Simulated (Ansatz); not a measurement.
Computed with Ansatz on PBE0-D4/def2-TZVP structures; ΔE is electronic, products minus reactants. CCSD(T)/CBS adds triple-zeta CCSD(T) − MP2 to the extrapolated MP2 energy (def2 sets, frozen cores). Functionals use def2-TZVPP. B3LYP here is the variant with VWN-RPA as its local correlation; programs differ in this. HSE06 is defined as in plane-wave codes. def2 core potentials past Kr. For Zr outer-core shells are correlated without core-valence functions, which leaves a few kJ/mol of doubt a bond. One conformer a species, not always the lowest.

Consider the substitution at a C–O bond: `CC(C)OB(N)F` + `[NH2][Zr]([F])([F])[F]` → `CC(C)[NH][Zr]([F])([F])[F]` + `NB(O)F`.

```
             level  ΔE (kcal/mol)  difference from CCSD(T)/CBS
       LDA (SPW92)           -2.4                          0.2
            PBE-D4           -1.8                          0.8
         revPBE-D4           -2.3                          0.3
           BLYP-D4           -0.7                          1.9
         r2SCAN-D4           -1.1                          1.5
            B97M-V           -0.7                          1.9
           PBE0-D4           -1.8                          0.8
          B3LYP-D4           -0.7                          1.9
        r2SCANh-D4           -1.2                          1.4
        r2SCAN0-D4           -1.3                          1.3
          HSE06-D4           -1.8                          0.8
          BHLYP-D4           -0.5                          2.1
      CAM-B3LYP-D4            0.1                          2.7
           ωB97X-V           -0.5                          2.1
           ωB97M-V           -0.8                          1.8
          PBE-QIDH           -2.4                          0.2
               PBE           -0.8                          1.8
            revPBE           -0.1                          2.5
              BLYP            1.3                          3.9
            r2SCAN           -0.9                          1.7
              PBE0           -1.0                          1.6
             B3LYP            0.9                          3.5
           r2SCAN0           -1.0                          1.6
             HSE06           -1.0                          1.6
             BHLYP            1.0                          3.6
         CAM-B3LYP            1.0                          3.6
           LC-ωPBE           -0.3                          2.3
       HF/def2-SVP            2.0                          4.6
      MP2/def2-SVP           -4.3                         -1.7
  CCSD(T)/def2-SVP           -3.1                         -0.5
     HF/def2-TZVPP            2.4                          5.0
    MP2/def2-TZVPP           -4.2                         -1.6
SCS-MP2/def2-TZVPP           -2.8                         -0.2
CCSD(T)/def2-TZVPP           -2.9                         -0.3
     HF/def2-QZVPP            2.5                          5.1
    MP2/def2-QZVPP           -4.0                         -1.4
SCS-MP2/def2-QZVPP           -2.7                         -0.1
      HF/CBS(def2)            2.5                          5.1
     MP2/CBS(def2)           -4.0                         -1.4
    CCSD/CBS(def2)           -1.9                          0.7
       CCSD(T)/CBS           -2.6                            0
```

Largest T1 diagnostic among the species: 0.017.

The D4 term adds −1.6 kcal/mol with B3LYP and −0.9 kcal/mol with PBE0; it sums over pairs of atoms, weighted by their polarisabilities, and B3LYP, whose exchange is more repulsive, gets the larger term. In def2-TZVPP, CCSD(T) changes the Hartree–Fock value by −5.3 kcal/mol (the triples alone add −0.7 kcal/mol) and MP2 by −6.6 kcal/mol.
